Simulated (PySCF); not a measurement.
## ¹⁵N chemical shifts

PySCF 2.14.0 with density-fitted response routines calculation with GIAO PBE0/pcSseg-1 shieldings and structure optimised with GFN2-xTB; isolated molecule, one computed conformer, non-relativistic Hamiltonian, averaged over atoms made equivalent by symmetry, fast rotation or ring inversion.

Shieldings were converted by a linear fit to measured shifts: ¹⁵N (scatter 6.3 ppm rms vs CH3NO2, solution or neat liquid). Occasional misses reach two or three times the rms, and more in compound classes unlike the fitted ones.

Question: Give the ¹⁵N shifts of `C[C@]1(NC=O)[C@@H]2C[C@@H]21`, `CC#CCN(C)C=O`, `CC(=O)N[C@H]1C=CC1`, `CN(C)c1ccco1`.

Answer: 
| compound | environment | δ (ppm) |
| --- | --- | --- |
| C[C@]1(NC=O)[C@@H]2C[C@@H]21 | amide-type nitrogen | -253.4 |
| CC#CCN(C)C=O | amide-type nitrogen | -273.4 |
| CC(=O)N[C@H]1C=CC1 | amide-type nitrogen | -261.5 |
| CN(C)c1ccco1 | aniline-type nitrogen | -330.1 |

Question: Match the shifts -40.2, -253.4, -288.5, -330.1 ppm to `C=CC(C=C)C(N)=O`, `C[C@]1(NC=O)[C@@H]2C[C@@H]21`, `CN(C)c1ccco1`, `C[C@H]1CC/C1=N\C=O`.

Answer: -40.2: C[C@H]1CC/C1=N\C=O (imine nitrogen); -253.4: C[C@]1(NC=O)[C@@H]2C[C@@H]21 (amide-type nitrogen); -288.5: C=CC(C=C)C(N)=O (amide-type nitrogen); -330.1: CN(C)c1ccco1 (aniline-type nitrogen).
